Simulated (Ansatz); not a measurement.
Job for Ansatz (a first-principles code): U-CCSD(T)/def2-TZVPP on RuS, 2S+1 = 5, a spin state set in the input, which need not be the lowest, a point of a bond scan (R = 2.067 Å). Elements past Kr take the def2 small-core potentials; no spin–orbit coupling.

Ansatz 0.2 input:
```yaml
crystal:
  periodic: [false, false, false]
  atoms:
    - {symbol: Ru, position_ang: [0.00000000, 0.00000000, 0.00000000]}
    - {symbol: S, position_ang: [0.00000000, 0.00000000, 2.06729500]}
basis:
  gaussian:
    orbitals: def2-TZVPP
magnetization: {spin_polarized: true, initial_magnetization: 4}
correlation: {method: ccsd_t, electrons: valence}
output: {orbitals: {seedname: ./end}}
```

Program output:

```
WARN ansatz: RAYON_NUM_THREADS=2 ignored (pool sized by the plan → 2); use --threads N
Functional definition: HF
integrals: 0.16 GiB planned
640 factors; integrals over basis functions are off by at most 9.7e-4 eV
mean field: 0.23 GiB planned
mean field evaluation 1: about -13376.6197 eV, gradient 2.0e1 eV
mean field evaluation 2: about -13376.6254 eV, gradient 2.0e1 eV
mean field evaluation 4: about -13378.4818 eV, gradient 3.6e0 eV
mean field evaluation 8: about -13378.7874 eV, gradient 4.6e-1 eV
mean field evaluation 16: about -13378.8126 eV, gradient 9.5e-6 eV
mean field evaluation 32: about -13377.9305 eV, gradient 8.5e-1 eV
mean field evaluation 64: about -13378.8126 eV, gradient 1.3e-4 eV
mean field evaluation 96: about -13378.2741 eV, gradient 1.7e-6 eV
mean field evaluation 128: about -13378.5060 eV, gradient 2.8e0 eV
mean field evaluation 160: about -13378.2566 eV, gradient 6.9e0 eV
mean field evaluation 192: about -13378.1731 eV, gradient 1.6e0 eV
mean field evaluation 224: about -13378.7632 eV, gradient 1.4e-1 eV
mean field evaluation 256: about -13378.2722 eV, gradient 3.0e-1 eV
mean field evaluation 288: about -13378.1078 eV, gradient 8.7e-1 eV
mean field evaluation 320: about -13377.8745 eV, gradient 3.3e0 eV
mean field evaluation 352: about -13378.2134 eV, gradient 2.9e-1 eV
mean field evaluation 384: about -13378.1757 eV, gradient 6.7e-1 eV
mean field evaluation 416: about -13375.7903 eV, gradient 2.2e1 eV
mean field evaluation 448: about -13378.2425 eV, gradient 2.2e-2 eV
mean field evaluation 480: about -13377.5891 eV, gradient 1.9e0 eV
mean field evaluation 512: about -13378.1459 eV, gradient 8.7e-4 eV
mean field evaluation 544: about -13376.2693 eV, gradient 6.7e-2 eV
mean field evaluation 576: about -13377.4489 eV, gradient 2.0e0 eV
mean field evaluation 608: about -13376.1557 eV, gradient 2.4e-2 eV
mean field evaluation 640: about -13375.3971 eV, gradient 1.0e1 eV
mean field evaluation 672: about -13375.3971 eV, gradient 1.0e1 eV
mean field evaluation 704: about -13376.6415 eV, gradient 4.4e0 eV
mean field evaluation 736: about -13376.2634 eV, gradient 1.3e0 eV
mean field evaluation 768: about -13375.3396 eV, gradient 9.2e-2 eV
mean field evaluation 800: about -13378.1416 eV, gradient 8.3e-1 eV
mean field evaluation 832: about -13378.2108 eV, gradient 7.4e-1 eV
mean field evaluation 864: about -13378.2733 eV, gradient 8.8e-2 eV
mean field evaluation 896: about -13376.7255 eV, gradient 2.5e0 eV
mean field evaluation 928: about -13376.7189 eV, gradient 9.4e-1 eV
mean field evaluation 960: about -13376.9251 eV, gradient 8.8e-1 eV
mean field evaluation 992: about -13376.4994 eV, gradient 2.9e0 eV
mean field evaluation 1024: about -13377.6268 eV, gradient 4.8e-3 eV
mean field evaluation 1056: about -13377.6147 eV, gradient 4.8e-1 eV
mean field evaluation 1088: about -13377.6246 eV, gradient 1.0e-2 eV
mean field evaluation 1120: about -13376.4962 eV, gradient 1.3e1 eV
mean field evaluation 1152: about -13377.1921 eV, gradient 8.9e-3 eV
mean field evaluation 1184: about -13377.4070 eV, gradient 2.2e-2 eV
mean field evaluation 1216: about -13377.3890 eV, gradient 1.8e0 eV
mean field evaluation 1248: about -13376.1907 eV, gradient 2.6e0 eV
mean field evaluation 1280: about -13376.2906 eV, gradient 3.1e-1 eV
mean field evaluation 1312: about -13376.2696 eV, gradient 4.4e-4 eV
mean field evaluation 1344: about -13376.2696 eV, gradient 1.6e-3 eV
mean field evaluation 1376: about -13376.0209 eV, gradient 9.1e-2 eV
mean field evaluation 1408: about -13377.6268 eV, gradient 4.5e-4 eV
mean field -13378.81261998 eV, -491.6622952994 hartree, gradient 9.4e-6 eV, S^2 6.098541; 31 other end points of the search recorded, 0 dependent functions left out
determinant -13378.81261998 eV, -491.6622952994 hartree, with singles and doubles -13397.87680566 eV, -492.3628912008 hartree
determinant -13378.27413795 eV, -491.6425064499 hartree, with singles and doubles -13396.98973169 eV, -492.3302918339 hartree
determinant -13378.24255539 eV, -491.6413458122 hartree, with singles and doubles -13397.37572711 eV, -492.3444769039 hartree
determinant -13378.14589160 eV, -491.6377934834 hartree, with singles and doubles -13396.01443637 eV, -492.2944503920 hartree
determinant -13377.66228657 eV, -491.6200213264 hartree, with singles and doubles -13395.43396971 eV, -492.2731186357 hartree
determinant -13377.62681843 eV, -491.6187178963 hartree, with singles and doubles -13395.85517611 eV, -492.2885976853 hartree
determinant -13377.62460837 eV, -491.6186366781 hartree, with singles and doubles -13395.85135791 eV, -492.2884573690 hartree
determinant -13377.40704362 eV, -491.6106413210 hartree, with singles and doubles -13395.48512031 eV, -492.2749983855 hartree
determinant -13377.40398826 eV, -491.6105290384 hartree, with singles and doubles -13395.27495686 eV, -492.2672750213 hartree
determinant -13377.19211216 eV, -491.6027427355 hartree, with singles and doubles -13395.35065214 eV, -492.2700567712 hartree
determinant -13376.88705484 eV, -491.5915320858 hartree, with singles and doubles -13395.57592544 eV, -492.2783354124 hartree
determinant -13376.52196614 eV, -491.5781153236 hartree, with singles and doubles -13394.83415483 eV, -492.2510758455 hartree
determinant -13376.30842417 eV, -491.5702678007 hartree, with singles and doubles -13395.26927544 eV, -492.2670662329 hartree
determinant -13376.26961559 eV, -491.5688416117 hartree, with singles and doubles -13394.84873127 eV, -492.2516115196 hartree
determinant -13376.15574950 eV, -491.5646571100 hartree, with singles and doubles -13394.53707697 eV, -492.2401584351 hartree
determinant -13375.96071328 eV, -491.5574896612 hartree, with singles and doubles -13393.92010945 eV, -492.2174852971 hartree
determinant -13375.33957164 eV, -491.5346631268 hartree, with singles and doubles -13393.28569154 eV, -492.1941708689 hartree
determinant -13378.81261998 eV, -491.6622952994 hartree, with singles and doubles -13397.89930192 eV, -492.3637179231 hartree
determinant -13378.24255539 eV, -491.6413458122 hartree, with singles and doubles -13397.40913903 eV, -492.3457047694 hartree
5 core orbitals not correlated
reference -13378.81261998 eV, -491.6622952994 hartree; 13, 9 occupied and 80, 84 virtual orbitals, 640 factors
second order -19.12663965 eV of doubles, -0.00000000 eV of singles
coupled cluster: 0.55 GiB planned
cycle   1  -19.08667249 eV  change    9.4e-6 eV  update   2.5e-6
coupled cluster: 0.56 GiB planned
perturbative correction -1.00017800 eV, -0.0367558635 hartree
Total energy: -13398.89947047 eV, -492.4004734396 hartree
```

Self-consistency was reached.

Cost: around 6 core-minutes (rough).
